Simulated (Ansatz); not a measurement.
Cost and result up the ladder for SiBr2H2 (SiH2Br2) (5 atoms). Total charge 0; singlet. Geometry: PBE-D4/def2-TZVP.

```xyz
5

Si   -0.001    0.062    0.163
Br   -1.814   -0.603   -0.941
Br    1.824   -0.174   -1.088
H     0.149   -0.789    1.372
H    -0.157    1.503    0.494
```

Ansatz on 4 threads of AMD EPYC 9B45 on a shared host. Times are rough, and most runs start from the orbitals of an earlier one. ωB97M-V/def2-TZVP serves as the yardstick here, not as an exact answer. Differences are given only for rows in sets of like size (and for xTB, whose basis is part of the method), since another set adds its own error. Binding counts from free atoms at the same level (Si triplet, Br doublet, H doublet; other spins of the atoms weren't run), without zero-point energy or a counterpoise term.

HSE06 is defined as in plane-wave codes, on full-range PBE exchange. Correlated methods freeze 23 core orbitals; core or outer-core shells of Br are correlated, in sets that lack core-valence functions.

Correlated methods converge slowly with the basis.

| level | functions | wall time | binding energy per atom (eV) | difference from ωB97M-V/def2-TZVP (eV) |
| --- | --- | --- | --- | --- |
| HF/STO-3G | 47 | 0.1 s | 2.82 | – |
| PBE-D4/def2-SVP | 92 | 0.25 s | 2.80 | – |
| PBE0-D4/def2-SVP | 92 | 0.4 s | 2.78 | – |
| PBE-D4/def2-TZVP (with forces) | 145 | 0.55 s | 2.82 | 0.01 |
| MP2/def2-TZVP | 145 | 0.6 s | 2.77 | -0.04 |
| PBE0-D4/def2-TZVP | 145 | 0.65 s | 2.81 | 0.00 |
| r2SCAN-D4/def2-TZVP | 145 | 0.7 s | 2.85 | 0.04 |
| HSE06-D4/def2-TZVP | 145 | 0.7 s | 2.81 | 0.00 |
| r2SCANh-D4/def2-TZVP | 145 | 0.95 s | 2.84 | 0.03 |
| r2SCAN0-D4/def2-TZVP | 145 | 1 s | 2.82 | 0.01 |
| ωB97X-V/def2-TZVP | 145 | 1.4 s | 2.85 | 0.03 |
| ωB97M-V/def2-TZVP | 145 | 1.7 s | 2.82 | 0.00 |
| CCSD(T)/def2-TZVPP | 166 | 4.7 s | 2.76 | -0.06 |
